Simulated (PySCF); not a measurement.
Gas-phase reaction: SiSe + 5 SiH4 ⇌ H2Se + 6 SiH3

Computed with PySCF (xtb for GFN2) and rigid-rotor harmonic-oscillator thermochemistry at 1 bar. † marks an energy on the PBE0/def2-TZVP geometry and frequencies; other levels use their own. CCSD(T) freezes the core. 6-31G* has spherical d functions here. Open shells (unrestricted): SiH3 (multiplicity 2); the rest are closed-shell singlets. GFN2 has no spin-polarisation term. B3LYP is the form with VWN-RPA correlation. Se: all electrons, no relativistic terms. CCSD(T) isn't extrapolated to the basis-set limit; its ΔH°(298 K) is 854.5 kJ in def2-SVP and 876.3 kJ in def2-TZVPP. The harmonic model lacks anharmonicity and excited electronic states, which grow with temperature; levels with a mode under 35 cm⁻¹ are left out.

ΔH° and ΔS° at 298 K: B3LYP/6-31G* 856 kJ, 262 J/K; CCSD(T)/def2-TZVPP† 876 kJ, 262 J/K; GFN2-xTB 1051 kJ, 266 J/K; PBE/def2-SVP 825 kJ, 263 J/K; PBE/def2-TZVP† 823 kJ, 262 J/K.

### Question
With the heat capacities included, give log10 K (1 bar) at 800, 1200, 1400, 1800, 2000 K from B3LYP/6-31G*, CCSD(T)/def2-TZVPP†, GFN2-xTB, PBE/def2-SVP, PBE/def2-TZVP†.

### Answer
```tsv
T (K)	B3LYP/6-31G*	CCSD(T)/def2-TZVPP†	GFN2-xTB	PBE/def2-SVP	PBE/def2-TZVP†
800	-41.9	-43.2	-54.4	-39.9	-39.8
1200	-23.3	-24.1	-31.5	-21.9	-21.8
1400	-17.9	-18.7	-25.0	-16.8	-16.7
1800	-10.9	-11.5	-16.4	-10.0	-10.0
2000	-8.5	-9.0	-13.4	-7.7	-7.6
```
